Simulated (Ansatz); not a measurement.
`F[SiH2]C(F)Cl` + `[SiH3]S` → `F[SiH2]S[SiH3]` + `FCCl` at 700 K and 1 bar (ligand exchange at the Si–C bond).

Gas-phase electronic energies from Ansatz, PBE0-D4/def2-TZVP geometries. CCSD(T)/CBS is the MP2 limit (def2-TZVPP, def2-QZVPP) plus CCSD(T) − MP2 in def2-TZVPP, frozen cores. This one scheme is used for every species. One conformer a species, not always the lowest.

```csv
species,CCSD(T)/CBS energy (Eh),H − E (kJ/mol),S (J/(mol·K))
`F[SiH2]C(F)Cl`,-988.34454,174.4,439.7
`[SiH3]S`,-689.27336,135.5,340.5
`F[SiH2]S[SiH3]`,-1078.84190,199.6,466.1
`FCCl`,-598.81139,117.8,315.0
```

H − E and S are ideal-gas, rigid-rotor, harmonic terms from PBE0-D4/def2-TZVP, for one conformer and one mirror image of each species. 1 Eh = 2625.50 kJ/mol, R = 8.31446 J/(mol·K).

**Question.** By hand: ΔE, ΔH, ΔS and ΔG.

**Answer.** ΔE = (-1078.84190) + (-598.81139) − (-988.34454) − (-689.27336) = -0.03539 Eh = -92.9 kJ/mol. Δ(H − E) = 199.6 + 117.8 − 174.4 − 135.5 = 7.5, so ΔH = -85.4 kJ/mol. ΔS = 466.1 + 315.0 − 439.7 − 340.5 = 0.9 J/(mol·K). ΔG = -85.4 − 700 × (0.9)/1000 = -86.0 kJ/mol.

**Question.** By hand: the equilibrium constant, and the temperature at which ΔG would vanish if ΔH and ΔS stayed fixed.

**Answer.** log₁₀ K = −ΔG/(RT ln 10) = 6.4. ΔH and −TΔS have one sign here, so there is no such temperature. One of them is within its doubt of zero, so this could turn.

The number of gas molecules stays the same, so ΔS is small and ΔH decides. A doubt of 5 kJ/mol in ΔE shifts log₁₀ K by 0.4 here. Other conformers and mirror images would add mixing entropy, several J/(mol·K) or more a flexible species. Modes under 60 cm⁻¹, often nearly free rotors, make the harmonic entropy too high. These are equilibria of isolated gas molecules and say nothing of rates. Largest T1 diagnostic: 0.012 (customary marks: 0.02 for closed shells, 0.045 for open ones).
